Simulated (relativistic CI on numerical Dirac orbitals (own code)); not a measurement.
# Transition arrays of Tm XXIV

Computed by Dirac-Coulomb-Breit CI, separate exchange-only KLI orbitals for each configuration, model QED, valence Slater integrals scaled by 0.9, whole transition arrays (own radial code, finite nucleus).

CI space (outside the closed core [Kr]): 4d¹⁰, 4d⁹4f, 4d⁹5p, 4d⁹5f. Levels of other configurations are missing.

All E1 lines from the levels of 4d¹⁰; mean and standard deviation are weighted by gf, and upper levels are sorted by their leading configuration.

```csv
Upper configuration,Lines,Σgf,Mean (eV),Mean (nm),σ (eV),Strongest line (nm)
4d⁹4f,3,7.5,219.01,5.661,4.03,5.651
4d⁹5p,3,1.0,315.56,3.929,4.65,3.912
4d⁹5f,3,1.6,454.34,2.729,4.91,2.756
```

Σgf per state of the lower configuration in bins of 0.1 nm over the central range (centre: value): 2.65: 0.74, 2.75: 0.88, 3.75: 0.08, 3.95: 0.88, 5.65: 7.40.

Question: How do configuration mixing and the scaling of the Slater integrals move the arrays?

Answer: Slater scale 0.9, no configuration mixing: 4d⁹4f 219.1 ± 4.1 eV (Σgf 7.3), 4d⁹5p 315.8 ± 4.6 eV (Σgf 1.1), 4d⁹5f 454.3 ± 4.9 eV (Σgf 1.7); Slater scale 1: 4d⁹4f 223.4 ± 4.0 eV (Σgf 7.6), 4d⁹5p 315.7 ± 4.7 eV (Σgf 0.9), 4d⁹5f 454.5 ± 4.9 eV (Σgf 1.6); Slater scale 0.8: 4d⁹4f 214.6 ± 4.0 eV (Σgf 7.3), 4d⁹5p 315.4 ± 4.6 eV (Σgf 1.0), 4d⁹5f 454.2 ± 4.9 eV (Σgf 1.6). With mixing, levels are counted to their leading configuration, so an array can shrink or vanish into another, and the sums then hold other lines.
